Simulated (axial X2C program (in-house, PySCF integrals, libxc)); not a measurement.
## Spin–orbit effects down a group: molecules with I, HF

Computed with an axial X2C code built on PySCF integrals, spin-free (one-electron X2C) or two-component (2c: spin–orbit coupling with atomic mean-field Coulomb and Gaunt terms, which also bring small scalar terms), in Dyall basis sets with cores contracted in-house; open shells are unrestricted.

Basis sets: Al dyall-v3z, B dyall-v3z, Ga dyall-cv3z, I dyall-cv3z, In dyall-cv3z.

```csv
molecule,spin-free state,Re (Å),ωe (cm⁻¹),De (eV),2c state,Re 2c (Å),ωe 2c (cm⁻¹),De 2c (eV)
BI,"M_S = 0, Λ = 0",2.155,566.5,2.21,Ω = 0,2.158,563.3,1.88
AlI,"M_S = 0, Λ = 0",2.583,302.5,2.84,Ω = 0,2.586,301.2,2.54
GaI,?,?,?,?,?,?,?,?
InI,"M_S = 0, Λ = 0",2.815,166.6,2.61,Ω = 0,2.817,166.2,2.14
```

Problem. Estimate the 2c Re and ωe of GaI as the mean of its neighbours in the table.

Solution. Re ≈ 2.702 Å, ωe ≈ 233.7 cm⁻¹. The HF runs give the row below, so the estimate misses by 0.067 Å and 30.6 cm⁻¹.

| molecule | spin-free state | Re (Å) | ωe (cm⁻¹) | De (eV) | 2c state | Re 2c (Å) | ωe 2c (cm⁻¹) | De 2c (eV) |
| --- | --- | --- | --- | --- | --- | --- | --- | --- |
| GaI | M_S = 0, Λ = 0 | 2.632 | 203.9 | 2.67 | Ω = 0 | 2.635 | 203.1 | n/a |

Each entry is the lowest single determinant of a limited PBE0 search at one distance. De goes to single-determinant-based atoms at the same level (for ions the charge split of lowest energy) and is withheld (n/a) where an atom does not fit its ground term or J level. Main or longest-lived isotopes. Some light 2c atoms are not at their ground J level, so De misses part of their lowering (0.04 eV or less).
